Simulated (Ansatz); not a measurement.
Consider the ligand exchange at the Si–C bond: `N[SiH2]C(O)(F)F` + `OBF` → `N[SiH2]OBF` + `OC(F)F`.

Isolated molecules relaxed with PBE0-D4/def2-TZVP in Ansatz; ΔE leaves out vibrations. CCSD(T)/CBS adds triple-zeta CCSD(T) − MP2 to the extrapolated MP2 energy (def2 sets, frozen cores). This one scheme is used for every species. DFT in def2-TZVPP. B3LYP here is the variant with VWN-RPA as its local correlation; programs differ in this. Each species was taken in one conformer, which may not be the lowest.

| level | ΔE (kcal/mol) | difference from CCSD(T)/CBS |
| --- | --- | --- |
| PBE-D4 | -26.9 | 4.0 |
| r2SCAN-D4 | -30.1 | 0.8 |
| PBE0-D4 | -29.3 | 1.6 |
| B3LYP-D4 | -30.3 | 0.6 |
| ωB97M-V | -30.0 | 0.9 |
| B2PLYP | -31.8 | -0.9 |
| PBE0 | -29.7 | 1.2 |
| B3LYP | -31.0 | -0.1 |
| HF/def2-TZVPP | -37.0 | -6.1 |
| SCS-MP2/def2-TZVPP | -32.9 | -2.0 |
| CCSD/def2-TZVPP | -32.4 | -1.5 |
| CCSD(T)/def2-TZVPP | -31.6 | -0.7 |
| HF/def2-QZVPP | -37.4 | -6.5 |
| MP2/def2-QZVPP | -32.2 | -1.3 |
| SCS-MP2/def2-QZVPP | -32.7 | -1.8 |
| HF/CBS(def2) | -37.4 | -6.5 |
| CCSD(T)/CBS | -30.9 | 0 |

Largest T1 diagnostic among the species: 0.013.

From PBE to PBE0 (25 % exact exchange), in def2-TZVPP and without D4, ΔE moves by −2.3 kcal/mol. In def2-TZVPP, CCSD(T) changes the Hartree–Fock value by +5.4 kcal/mol (the triples alone add +0.8 kcal/mol) and MP2 by +4.5 kcal/mol.
